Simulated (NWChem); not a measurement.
Species: GeSiH3I, singlet; SMILES [SiH3][Ge][I]

```xyz
6

Ge     0.9195    -1.0270     0.0000
I     -0.1098     1.3173     0.0000
Si    -1.3052    -2.1337     0.0000
H     -1.1785    -3.6277     0.0000
H     -2.0750    -1.7272    -1.2187
H     -2.0750    -1.7272     1.2187
```
Atoms are numbered in this order, from 1.

Results from NWChem. Low-valent species are run as closed-shell singlets; no triplet was tried in these runs. The geometry was optimised at PBE0/def2-SVP. def2 effective core potentials on I; no spin-orbit coupling.

Predict the results for OLYP/def2-SVP. Quantities: highest occupied level (eV); orbital gap (eV); dipole (D).

The highest occupied level (eV) is -5.30 and the orbital gap (eV) is 1.48. The dipole (D) is 1.01.
